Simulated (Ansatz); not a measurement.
Reaction (redistribution): `N=CBO` + `N[SiH2][GeH3]` → `O[BH][GeH3]` + `N=C[SiH2]N`

Program: Ansatz. Geometries: PBE0-D4/def2-TZVP. ΔE: electronic, gas phase. CCSD(T)/CBS adds triple-zeta CCSD(T) − MP2 to the extrapolated MP2 energy (def2 sets, frozen cores). DFT in def2-TZVPP. For Ge outer-core shells are correlated without core-valence functions, which leaves a few kJ/mol of doubt a bond. Scalar relativity is left out up to krypton. One conformer a species, not always the lowest.

`N=CBO`:

Cartesian coordinates in Å:
```
N -0.800 0.223 -1.067
C 0.384 0.062 -0.630
B 0.502 -0.180 0.939
O -0.653 -0.185 1.619
H -0.839 0.376 -2.075
H 1.255 0.088 -1.296
H 1.530 -0.351 1.524
H -1.378 -0.032 0.987
```

`N[SiH2][GeH3]`:

```xyz
10

N    -0.013   -0.478    1.738
Si    0.682   -0.571    0.164
Ge   -0.646    0.729   -1.321
H    -0.230    0.421    2.138
H     0.283   -1.125    2.452
H     0.676   -2.001   -0.242
H     2.097   -0.097    0.051
H    -0.811    2.162   -0.778
H    -2.053    0.131   -1.496
H     0.014    0.830   -2.707
```

`O[BH][GeH3]`:

Cartesian coordinates in Å:
```
O 1.205 1.400 0.122
B 0.864 0.100 0.223
Ge -1.079 -0.457 -0.229
H 2.123 1.579 0.348
H 1.687 -0.707 0.572
H -1.976 0.721 -0.649
H -1.088 -1.491 -1.372
H -1.737 -1.145 0.984
```

`N=C[SiH2]N`:

Z-matrix (Å, degrees):
```
Si
C 1 1.895
N 1 1.713 2 115.4
H 1 1.488 2 106.8 3 -121.4
H 1 1.488 2 106.9 3 121.4
N 2 1.271 1 119.5 3 0.0
H 2 1.104 1 118.8 3 179.9
H 3 1.009 1 117.5 2 67.5
H 3 1.009 1 117.4 2 -66.0
H 6 1.023 2 111.6 1 180.0
```

Problem. Is it downhill or uphill in electronic energy at CCSD(T)/CBS, and by how much? (Estimate.)

Solution. Computed: Uphill: ΔE = +12.0 kcal/mol.

Problem. What do these levels give: r2SCAN-D4, PBE0-D4, BHLYP-D4, revPBE, r2SCAN, r2SCAN0, CAM-B3LYP, RPA@PBE/def2-TZVPP, HF/def2-SVP, CCSD/def2-SVP, CCSD(T)/def2-SVP, CCSD(T)/def2-TZVPP? (Estimate.)

Solution. Computed: r2SCAN-D4 12.6, PBE0-D4 13.1, BHLYP-D4 12.6, revPBE 11.9, r2SCAN 12.6, r2SCAN0 12.9, CAM-B3LYP 12.3, RPA@PBE/def2-TZVPP 11.3, HF/def2-SVP 13.4, CCSD/def2-SVP 14.0, CCSD(T)/def2-SVP 14.1, CCSD(T)/def2-TZVPP 12.0 kcal/mol.

Problem. What do rigid-rotor, harmonic-oscillator terms from PBE0-D4/def2-TZVP frequencies (298.15 K, 1 bar) make of the CCSD(T)/CBS value? (Best estimate.)

Solution. The calculation gave: ΔZPE = -0.9 kcal/mol, ΔH = +11.4 kcal/mol, ΔS = 15 J/(mol·K), ΔG = +10.3 kcal/mol.

Largest T1 diagnostic among the species: 0.014.

At CCSD(T), def2-SVP lies +2.1 kcal/mol from the extrapolated value and def2-TZVPP −0.0 kcal/mol. Leaving LDA and LC-ωPBE aside and taking each functional with its dispersion term where it has one, the values, not all of them listed here, spread over 1.2 kcal/mol, from BLYP-D4 to PBE0-D4. LDA lies +1.8 kcal/mol from PBE without D4.
